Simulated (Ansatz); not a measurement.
`C=[C]([GaH2])[SnH3]` + H₂ → `C=[CH][GaH2]` + `[SnH4]`  (hydrogenolysis of a C–Sn bond)

Program: Ansatz. Geometries: PBE0-D4/def2-TZVP. ΔE: electronic, gas phase. CCSD(T)/CBS adds triple-zeta CCSD(T) − MP2 to the extrapolated MP2 energy (def2 sets, frozen cores). This one scheme is used for every species. Functionals use def2-TZVPP. HSE06 is defined as in plane-wave codes. def2 core potentials past Kr. For Ga, Sn outer-core shells are correlated without core-valence functions, which leaves a few kJ/mol of doubt a bond. Scalar relativity is left out up to krypton.

```
             level  ΔE (kcal/mol)  difference from CCSD(T)/CBS
         revPBE-D4           -6.7                         -0.6
        r2SCAN0-D4           -9.4                         -3.3
          HSE06-D4           -8.8                         -2.7
            B2PLYP           -9.5                         -3.4
            revPBE          -10.1                         -4.0
              BLYP          -11.3                         -5.2
             HSE06          -10.7                         -4.6
         CAM-B3LYP          -12.6                         -6.5
       HF/def2-SVP          -17.3                        -11.2
SCS-MP2/def2-QZVPP           -6.0                          0.1
       CCSD(T)/CBS           -6.1                            0
```

Largest T1 diagnostic among the species: 0.013.

From r2SCAN to r2SCAN0 (25 % exact exchange), in def2-TZVPP and without D4, ΔE moves by −1.1 kcal/mol. At CCSD(T), def2-SVP lies −4.5 kcal/mol from the extrapolated value and def2-TZVPP −1.5 kcal/mol. The D4 term adds +3.4 kcal/mol with B3LYP and +1.9 kcal/mol with PBE0; it sums over pairs of atoms, weighted by their polarisabilities, and B3LYP, whose exchange is more repulsive, gets the larger term.

CCSD(T)/CBS has its own doubt, a few kJ/mol and more with outer-core shells, so smaller differences from it don't rank the levels.

B3LYP here is the variant with VWN-RPA as its local correlation; programs differ in this.
